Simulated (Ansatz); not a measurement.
Consider the formal exchange of groups at a Zr–S bond: `[SH][Zr]([Cl])([Cl])[Cl]` + `C=C(I)NC` → `C[NH][Zr]([Cl])([Cl])[Cl]` + `C=C(S)I`.

Isolated molecules relaxed with PBE0-D4/def2-TZVP in Ansatz; ΔE leaves out vibrations. CBS: MP2 limit from def2 TZ/QZ plus the TZ coupled-cluster correction, frozen cores. Functionals use def2-TZVPP. B3LYP here is the variant with VWN-RPA as its local correlation; programs differ in this. def2 core potentials past Kr. For I, Zr outer-core shells are correlated without core-valence functions, which leaves a few kJ/mol of doubt a bond. Each species was taken in one conformer, which may not be the lowest.

`[SH][Zr]([Cl])([Cl])[Cl]`:

```xyz
6

S    -1.951   -0.117    0.302
Zr    0.454    0.042    0.214
Cl    1.163    0.195    2.414
Cl    1.292   -1.842   -0.855
Cl    1.039    1.915   -1.031
H    -1.996   -0.193   -1.045
```

`C=C(I)NC`:

Z-matrix (Å, degrees):
```
C
N 1 1.440
H 1 1.090 2 108.8
H 1 1.098 2 112.8 3 121.0
H 1 1.093 2 109.9 3 -118.2
C 2 1.367 1 119.1 3 -178.3
H 2 1.006 1 116.3 3 -32.5
I 6 2.099 2 112.6 1 174.4
C 6 1.333 2 127.5 1 -8.4
H 9 1.083 6 120.5 2 4.4
H 9 1.078 6 121.3 2 -174.8
```

`C[NH][Zr]([Cl])([Cl])[Cl]`:

```xyz
10

C    -0.939    0.121   -1.206
N     0.144   -0.538   -0.501
Zr    0.841    0.031    1.265
Cl    1.546    2.257    1.028
Cl    2.566   -1.444    1.827
Cl   -0.970   -0.024    2.757
H    -0.610    0.513   -2.174
H    -1.308    0.970   -0.622
H    -1.786   -0.553   -1.366
H     0.516   -1.332   -1.008
```

`C=C(S)I`:

```xyz
7

C     0.534    0.678   -0.425
C    -0.076   -0.462   -0.132
S    -1.123   -0.809    1.221
I     0.149   -2.146   -1.351
H     0.413    1.549    0.210
H     1.163    0.773   -1.299
H    -1.060    0.417    1.775
```

```csv
level,ΔE (kJ/mol),difference from CCSD(T)/CBS
PBE-D4,37.9,8.5
r2SCAN-D4,39.9,10.5
PBE0-D4,39.9,10.5
B3LYP-D4,33.4,4.0
ωB97X-V,32.3,2.9
ωB97M-V,33.8,4.4
B2PLYP,33.5,4.1
PBE,38.9,9.5
r2SCAN,40.2,10.8
PBE0,40.8,11.4
B3LYP,35.1,5.7
HF/def2-TZVPP,33.9,4.5
MP2/def2-TZVPP,30.9,1.5
SCS-MP2/def2-TZVPP,25.5,-3.9
CCSD/def2-TZVPP,27.6,-1.8
CCSD(T)/def2-TZVPP,29.3,-0.1
HF/def2-QZVPP,34.2,4.8
MP2/def2-QZVPP,31.1,1.7
SCS-MP2/def2-QZVPP,25.9,-3.5
HF/CBS(def2),34.3,4.9
MP2/CBS(def2),31.0,1.6
CCSD/CBS(def2),27.7,-1.7
CCSD(T)/CBS,29.4,0
```

Largest T1 diagnostic among the species: 0.016.
